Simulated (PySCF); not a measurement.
## The second ionisation energy along the 5d series

All values are computed (PySCF 2.14, energy differences of UHF-based or UKS calculations, no spin-orbit coupling). Values in eV. The last column holds reference values (NIST; (s) semi-empirical, (t) theoretical, else measured). Unmarked ones compare directly (S terms, centres of terms, or small fine structure); those marked * lie between the lowest fine-structure levels and include a spin-orbit shift.

```
                               element                     configurations     UHF     LDA     PBE    PBE0  MP2 (valence)  SCS-MP2 (valence)           reference
 W (aug-cc-pVQZ-PP with ECP60MDF, ECP)  [Xe] 4f14 5d4 6s1 → [Xe] 4f14 5d4  14.994  16.583  16.304  16.064         15.509             15.166  16.37 ± 0.15 (s) *
Re (aug-cc-pVQZ-PP with ECP60MDF, ECP)  [Xe] 4f14 5d5 6s1 → [Xe] 4f14 5d5  15.727  17.373  17.077  16.829         16.372             15.942      16.6 ± 0.5 (s)
Os (aug-cc-pVQZ-PP with ECP60MDF, ECP)  [Xe] 4f14 5d6 6s1 → [Xe] 4f14 5d6  16.024  17.870  17.557  17.294         16.905             16.524        17 ± 1 (s) *
Pt (aug-cc-pVQZ-PP with ECP60MDF, ECP)      [Xe] 4f14 5d9 → [Xe] 4f14 5d8  16.864  19.552  19.116  18.829         18.826             18.718      18.56 ± 0.12 *
```

"Valence" correlates the outer s and p shells and, in groups 3 to 12 and the f block, the outer d or f shell, open or full, or the next shell where the ion has no valence electron left; the wider scheme adds the next inner shell.
